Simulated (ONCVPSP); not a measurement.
## How hard is this boron ONCV potential?

| Property | Result |
| --- | --- |
| Element | boron |
| Generator | ONCVPSP 4.0.1 |
| Type | optimised norm-conserving Vanderbilt (ONCV) |
| Functional | PBEsol |
| Relativity | scalar-relativistic |
| Frozen core | [He] |
| Valence charge | 3 |
| Reference configuration | 2s1 (charge +2) |
| Partial waves | 2s: rc 1.25 bohr, ncon 4, nbas 9, qcut 5.2 1/bohr, 1 projector; p scattering state at 0.4 Ha: rc 1.35 bohr, ncon 3, nbas 6, qcut 6.6 1/bohr, 2 projectors, debl 1.7 Ha; d scattering state at 0.33 Ha: rc 1.10 bohr, ncon 4, nbas 8, qcut 8.3 1/bohr, 1 projector |
| Local potential | polynomial inside 0.90 bohr (lpopt 5, dvloc0 0 Ha) |
| Core correction | polynomial model core, fcfact 0.25 |

In the p channel the program set the typed energies aside and used 0.050, 1.750 Ha.

Task: For each optimised wave give the share of its norm inside rc, the residual kinetic energy above qcut (Ha) and the cutoffs (Ha) for errors of 10, 1, 0.1 and 0.01 mHa per electron.

Result:

```
         wave  norm inside rc  residual KE  10 mHa  1 mHa  0.1 mHa  0.01 mHa
           2s           0.292      6.8e-04     8.1   12.7     46.0     138.9
p projector 1           0.142      2.1e-04    12.6   18.1     32.0      69.0
p projector 2           0.077      8.6e-04    15.3   21.4     37.7      70.3
d projector 1           0.017      5.8e-06     5.2   10.7     21.0      31.8
```

The occupied waves need 13 Ha and 46 Ha for 1 and 0.1 mHa.
